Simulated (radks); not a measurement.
Values are calculated unless marked as measured or tabulated.
Spherical quantum dot in the effective-mass picture: electrons in a well V = -V0 / (1 + exp((r - R)/a)) with V0 = 18.8, R = 2.6, a = 0.09, with a point charge +2 (a donor) at the centre, all in effective atomic units (hartree* = m*/eps^2 hartree, bohr* = eps/m* bohr), one dielectric constant everywhere. Level of theory: non-relativistic Kohn-Sham, PBE, spin-polarised, spherical densities (a radial shooting solver with Libxc functionals). Levels are named by radial order and angular momentum (1s, 1p, 1d, 2s, ...), and open shells are averaged over m.

N = 17, configuration 1s2 1p6 1d(up 5, down 2) 2s2. This is the lowest configuration that the search found. Occupied and some empty levels:

level,occupation,eigenvalue (hartree*),<r> (bohr*)
1s up,1,-10.999,1.393
1s down,1,-10.952,1.366
1p up,3,-10.368,1.755
1p down,3,-10.301,1.751
1d up,5,-9.6343,1.863
2s up,1,-9.6297,1.170
2s down,1,-9.6007,1.192
1d down,2,-9.5631,1.862
1f up,0,-8.6962,1.940
1f down,0,-8.6234,1.940
2p up,0,-7.5932,1.401
1g up,0,-7.5656,2.002
2p down,0,-7.5570,1.398
1g down,0,-7.4923,2.002

Energy (hartree*): total -244.010, kinetic 28.997, external -339.71, Hartree 76.464, exchange-correlation -9.7571.
